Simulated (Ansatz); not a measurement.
System: C$_{4}$H$_{12}$V, net charge 0, doublet state. The spin state was set by rule; other spins were not relaxed. 
Structure (B3LYP-D3(BJ)/def2-TZVP (Ansatz, a quantum-chemistry and plane-wave program) minimum search):
SMILES: [CH3][V]([CH3])([CH3])[CH3]
```xyz
17

V      0.0000     0.0000     0.0000
C      1.7361    -0.3237    -0.9836
H      2.3142    -1.1452    -0.5523
H      2.3572     0.5740    -1.0423
H      1.4200    -0.6045    -1.9968
C      0.5221     0.5231     1.8815
H     -0.4376     0.6913     2.3874
H      1.1055     1.4472     1.9120
H      1.0625    -0.2720     2.4019
C     -1.0903     1.4505    -0.8907
H     -2.0064     1.6823    -0.3410
H     -1.3333     1.2127    -1.9297
H     -0.4319     2.3288    -0.8713
C     -1.1679    -1.6499    -0.0071
H     -1.4133    -1.9842    -1.0186
H     -2.0864    -1.5147     0.5700
H     -0.5505    -2.4155     0.4807
```
Charge 0, spin multiplicity 2.

Total electronic energies in hartree. Valence correlation only, unless marked. Open shells are spin-unrestricted. No spin-orbit coupling. The frozen core is the preceding noble-gas configuration, with the filled d and f shells of earlier blocks. No relativistic terms. Basis-set limits of correlation are two-point, X^-3; Hartree-Fock from the larger set. [CCSD(T)-MP2]/basis is that difference in the basis named.

The UHF reference is spin-contaminated (<S^2> 0.18 over the pure value in the largest basis). 

```json
[
 {"level": "HF/def2-SVP", "program": "Ansatz", "energy (Eh)": "-1100.97021"},
 {"level": "RI-HF/def2-TZVPP", "program": "Ansatz", "energy (Eh)": "-1101.28200"},
 {"level": "RI-HF/def2-QZVPP", "program": "Ansatz", "energy (Eh)": "-1101.30767"},
 {"level": "BLYP/def2-TZVPD", "program": "Ansatz", "energy (Eh)": "-1103.59949"},
 {"level": "revPBE-D4/def2-TZVPD", "program": "Ansatz + dftd4", "energy (Eh)": "-1103.55174"},
 {"level": "revPBE/def2-TZVPD", "program": "Ansatz", "energy (Eh)": "-1103.51931"},
 {"level": "PBE0/STO-3G", "program": "Ansatz", "energy (Eh)": "-1091.52843"},
 {"level": "PBE0/def2-SVP", "program": "Ansatz", "energy (Eh)": "-1102.92730"},
 {"level": "PBE0-D3(BJ)/def2-TZVP", "program": "Ansatz + dftd3", "energy (Eh)": "-1103.23931"},
 {"level": "PBE0-D3(BJ)/def2-TZVPD", "program": "Ansatz + dftd3", "energy (Eh)": "-1103.24015"},
 {"level": "r2SCAN0/def2-TZVPD", "program": "Ansatz", "energy (Eh)": "-1103.46582"},
 {"level": "CAM-B3LYP/def2-TZVPD", "program": "Ansatz", "energy (Eh)": "-1103.57754"},
 {"level": "wB97M-V/def2-TZVPD", "program": "Ansatz", "energy (Eh)": "-1103.45516"},
 {"level": "B2PLYP-D3(BJ)/def2-TZVPD", "program": "Ansatz + dftd3", "energy (Eh)": "-1103.21778"},
 {"level": "MP2/STO-3G", "program": "Ansatz", "energy (Eh)": "-1090.03010"},
 {"level": "RI-MP2/def2-TZVPP", "program": "Ansatz", "energy (Eh)": "-1102.21150"},
 {"level": "RI-MP2/CBS(def2-TZVPP,def2-QZVPP)", "program": "Ansatz", "energy (Eh)": "-1102.3284"},
 {"level": "SCS-MP2/6-31G*", "program": "Ansatz", "energy (Eh)": "-1101.79840"},
 {"level": "CCSD/STO-3G", "program": "Ansatz", "energy (Eh)": "-1090.11418"},
 {"level": "CCSD(T)/STO-3G", "program": "Ansatz", "energy (Eh)": "-1090.12077"},
 {"level": "CCSD(T)/6-31G", "program": "Ansatz", "energy (Eh)": "-1101.67137"},
 {"level": "CCSD(T)/6-31G*", "program": "Ansatz", "energy (Eh)": "-1101.91625"},
 {"level": "RI-MP2/CBS(def2-TZVPP,def2-QZVPP)+[CCSD(T)-MP2]/def2-TZVPP", "program": "Ansatz", "energy (Eh)": "-1102.4409"}
]
```

Totals of different functionals don't rank their quality; only differences between species are comparable.
